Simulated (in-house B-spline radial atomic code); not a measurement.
## Sb⁵⁺: [Kr] 4d9 8g1 (an excited or competing configuration)

Method: Dirac-Hartree-Fock, average of configuration, Fermi nucleus of rms radius 4.6802 fm. Calculated with a radial B-spline atomic code at the basis-set limit.

Effective charges: Z_r = [3n² - l(l+1)]/(2<r>) from the radius, Z_e = n√(-2ε) from the energy, and Slater's rules. Values are occupation-weighted means over j. An effective charge above Z reflects the relativistic contraction of the inner shells.

```json
{"shell": "1s", "electrons": "2", "ε (eV)": "-30748", "<r> (bohr)": "0.02841", "Z_r": "52.79", "Z_e": "47.54", "Slater": "50.70"}
{"shell": "2s", "electrons": "2", "ε (eV)": "-4839.9", "<r> (bohr)": "0.122", "Z_r": "49.17", "Z_e": "37.72", "Slater": "46.85"}
{"shell": "2p", "electrons": "6", "ε (eV)": "-4351.3", "<r> (bohr)": "0.107", "Z_r": "46.74", "Z_e": "35.77", "Slater": "46.85"}
{"shell": "3s", "electrons": "2", "ε (eV)": "-1052.4", "<r> (bohr)": "0.3285", "Z_r": "41.10", "Z_e": "26.38", "Slater": "39.75"}
{"shell": "3p", "electrons": "6", "ε (eV)": "-888.49", "<r> (bohr)": "0.3269", "Z_r": "38.24", "Z_e": "24.24", "Slater": "39.75"}
{"shell": "3d", "electrons": "10", "ε (eV)": "-636.37", "<r> (bohr)": "0.3046", "Z_r": "34.47", "Z_e": "20.52", "Slater": "29.85"}
{"shell": "4s", "electrons": "2", "ε (eV)": "-251.73", "<r> (bohr)": "0.7883", "Z_r": "30.45", "Z_e": "17.21", "Slater": "23.25"}
{"shell": "4p", "electrons": "6", "ε (eV)": "-198.46", "<r> (bohr)": "0.8426", "Z_r": "27.30", "Z_e": "15.28", "Slater": "23.25"}
{"shell": "4d", "electrons": "9", "ε (eV)": "-118.43", "<r> (bohr)": "0.9739", "Z_r": "21.56", "Z_e": "11.80", "Slater": "12.20"}
{"shell": "8g", "electrons": "1", "ε (eV)": "-7.6807", "<r> (bohr)": "14.26", "Z_r": "6.03", "Z_e": "6.01", "Slater": "-"}
```

The least bound orbital is 8g7/2 at -7.681 eV, and it is also the most diffuse (<r> = 14.26 bohr).

Spin-orbit splittings of the orbital energies (j = l + 1/2 above j = l - 1/2 when positive): 2p 252.9 eV, 3p 48.03 eV, 3d 9.837 eV, 4p 9.156 eV, 4d 1.42 eV, 8g -0.0002687 eV.

For the 1s electron the small component carries 3.52 % of the norm, the zero-frequency Breit interaction raises the level by 72.2 eV, self-energy by 41.04 eV, and vacuum polarisation lowers it by 5.489 eV.
